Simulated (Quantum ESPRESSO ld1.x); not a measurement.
Task: The aim is neutral krypton in [Kr]. This ld1.x (Quantum ESPRESSO 7.5) run was made with `OMP_NUM_THREADS=1 ld1.x < ld1.in > ld1.out`. Can the result be used? Name any fault.

```
 &input
    zed=36.0,
    iswitch=1,
    rel=2,
    dft='PBESOL',
    config='[Kr] 5d-1',
    lsmall=.true.,
    prefix='ld1',
    max_out_wfc=37,
    file_charge='ld1.rho',
 /
```

Output (excerpt):

```
     Program LD1 v.7.5 starts

     --------------------------- All-electron run ----------------------------

     dirac relativistic calculation

     atomic number is 36.00
     dft =PBESOL   lsd =0 sic =0 latt =0  beta=0.20 tr2=1.0E-14
     Exchange-correlation= PBESOL
                           (   1   4  10   8   0   0   0)
     mesh =2025 r(mesh) = 100.33164 a.u. xmin = -8.00 dx = 0.00800
     1 Ry =  13.60569312 eV, c = 137.03599908

     n l j   nl                  e(Ry)          e(Ha)          e(eV)
     Spin orbit split results
     1 0 0.5 1S 1( 2.00)     -1039.4913      -519.7456    -14142.9994
     2 0 0.5 2S 1( 2.00)      -136.8695       -68.4347     -1862.2037
     2 1 0.5 2P 1( 2.00)      -123.7157       -61.8578     -1683.2374
     2 1 1.5 2P 1( 4.00)      -119.7638       -59.8819     -1629.4695
     3 0 0.5 3S 1( 2.00)       -19.3589        -9.6794      -263.3906
     3 1 0.5 3P 1( 2.00)       -14.7162        -7.3581      -200.2239
     3 1 1.5 3P 1( 4.00)       -14.1344        -7.0672      -192.3086
     4 0 0.5 4S 1( 2.00)        -1.6930        -0.8465       -23.0342
     4 1 0.5 4P 1( 2.00)        -0.7109        -0.3555        -9.6729
     4 1 1.5 4P 1( 4.00)        -0.6638        -0.3319        -9.0316
     3 2 1.5 3D 1( 4.00)        -6.0368        -3.0184       -82.1348
     3 2 2.5 3D 1( 6.00)        -5.9411        -2.9705       -80.8323
     Averaged results
     1 0     1S 1( 2.00)     -1039.4913      -519.7456    -14142.9994
     2 0     2S 1( 2.00)      -136.8695       -68.4347     -1862.2037
     2 1     2P 1( 6.00)      -121.0811       -60.5405     -1647.3922
     3 0     3S 1( 2.00)       -19.3589        -9.6794      -263.3906
     3 1     3P 1( 6.00)       -14.3283        -7.1642      -194.9470
     4 0     4S 1( 2.00)        -1.6930        -0.8465       -23.0342
     4 1     4P 1( 6.00)        -0.6795        -0.3398        -9.2454
     3 2     3D 1(10.00)        -5.9794        -2.9897       -81.3533

     final scf error:  6.3E-15 reached in  40 iterations

     Etot =   -5577.386853 Ry,   -2788.693427 Ha,  -75884.213952 eV

     Ekin =    5727.065463 Ry,    2863.532731 Ha,   77920.695181 eV
     Encl =  -13480.368185 Ry,   -6740.184093 Ha, -183409.752714 eV
     Eh   =    2365.479412 Ry,    1182.739706 Ha,   32183.986971 eV
     Exc  =    -189.563543 Ry,     -94.781771 Ha,   -2579.143390 eV
```

Result: Yes, it can be used (harmless). The line at issue: config='[Kr] 5d-1'. A negative occupation marks a state as unused; the result equals that of the sound run.
